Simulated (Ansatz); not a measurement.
System: sum formula HBO₂Br, charge 0, multiplicity 2. It need not be the lowest isomer of its formula. 
Structure (B3LYP-D3(BJ)/def2-TZVP (Ansatz, an electronic-structure program) minimum search):
```xyz
5

O     -0.6876     1.7079     0.4230
B     -0.9156     0.4348     0.1587
O     -2.0490    -0.2895     0.0775
Br     0.8379    -0.3924    -0.1441
H     -2.8548     0.2145     0.2439
```
Charge 0, spin multiplicity 2.

Basis-set convergence of Hartree-Fock and CCSD correlation energies (hartree) with Ansatz. Valence correlation only, unless marked. UHF or UKS for open shells. No spin-orbit coupling. The frozen core is the preceding noble-gas configuration, with the filled d and f shells of earlier blocks. Non-relativistic.

```csv
basis,functions,E(HF),"E(corr, CCSD)"
aug-cc-pVDZ,114,-2747.50097,-0.58132
aug-cc-pVTZ,220,-2747.62194,-0.72126
aug-cc-pVQZ,379,-2747.63641,-0.76858
```

Extrapolating the two largest sets (X = 3 and 4) as X^-3: E(corr) = (64·(-0.76858) - 27·(-0.72126))/37 = -0.8031 Eh, an estimate of the basis-set limit. The largest set recovers 95.7 % of it, the smallest 72.4 %.
